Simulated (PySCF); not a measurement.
# How the method changes the shape and vibrations of FH3OSi

All numbers below are calculated, not measured. The program is PySCF 2.14.0, an open-source quantum chemistry code, run on an isolated molecule that a program drew, which may never have been made. The molecule is FH3OSi (charge 0, singlet), drawn as the SMILES string `O[SiH2]F`.

The geometry was optimised and harmonic frequencies were computed with HF and MP2, all in the cc-pV(D+d)Z basis, for the commonest isotopes, with a restricted reference for singlets and an unrestricted one otherwise, and a frozen core in MP2. Each result is a local minimum of its method.

Geometry at the HF minimum:
```xyz
6
FH3OSi, angstrom
O    -0.2974    0.4593    0.2926
Si    1.2820    0.3226   -0.0847
F     1.5117    0.6845   -1.6381
H    -0.9383   -0.1052   -0.1133
H     1.7695   -1.0541    0.0807
H     2.0079    1.2984    0.7284
```

Lengths of the bonds as drawn, in Å (atoms numbered as above):
| bond | HF | MP2 |
|---|---|---|
| O1-Si2 | 1.630 | 1.652 |
| Si2-F3 | 1.611 | 1.630 |
| O1-H4 | 0.946 | 0.966 |
| Si2-H5 | 1.470 | 1.475 |
| Si2-H6 | 1.463 | 1.467 |

Rotational constants, in GHz:
| constant | HF | MP2 |
|---|---|---|
| A | 23.62 | 23.78 |
| B | 7.497 | 7.201 |
| C | 6.178 | 6.004 |

Harmonic frequencies in cm^-1, each column in rising order, so a row needn't be the same motion in every method:
```
rank    HF   MP2
   1   240   263
   2   366   349
   3   695     ?
   4   814   790
   5   857   819
   6   901   880
   7   957   926
   8  1039   998
   9  1054  1014
  10  2366  2316
  11  2407  2362
  12  4175  3900
```

**Estimate the missing MP2 frequency from the HF column.**

A single factor s that minimises the squared misfit of MP2 against s times HF over the other rows is sum(HF x MP2) / sum(HF^2) = 0.9545, with an rms misfit of 39 cm^-1. For rank 3 it gives 0.9545 x 695 = 663 cm^-1. The calculation gives 660 cm^-1, 3 cm^-1 below the estimate. The drawn bonds are on average 1.1 % longer in MP2 than in HF.
